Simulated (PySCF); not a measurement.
Sn(F)2(Br)(NH2) (BrF₂H₂NSn), SMILES [NH2][Sn]([F])([F])[Br]. Geometry optimised at PBE-D3(BJ)/def2-SVP. The structure was generated by enumeration; whether it is a known compound was not checked. The def2 effective core potentials stand for the cores of Sn; spin–orbit coupling is left out. Other conformers were not sampled.

Question: Give the equilibrium geometry at PBE-D3(BJ)/def2-SVP (PySCF confirms it by a frequency run) as a Z-matrix. (The exact figures need the calculation; the answer reports its results.)

Answer: One answer among several that fit: 
```
Sn
F 1 1.9501
F 1 1.9505 2 107.03
N 1 2.0482 2 109.08 3 -118.29
H 4 1.0327 1 107.06 2 116.48
H 4 1.0327 5 106.18 1 113.98
Br 1 2.4748 2 107.94 6 -127.07
```
Charge 0, spin multiplicity 1.
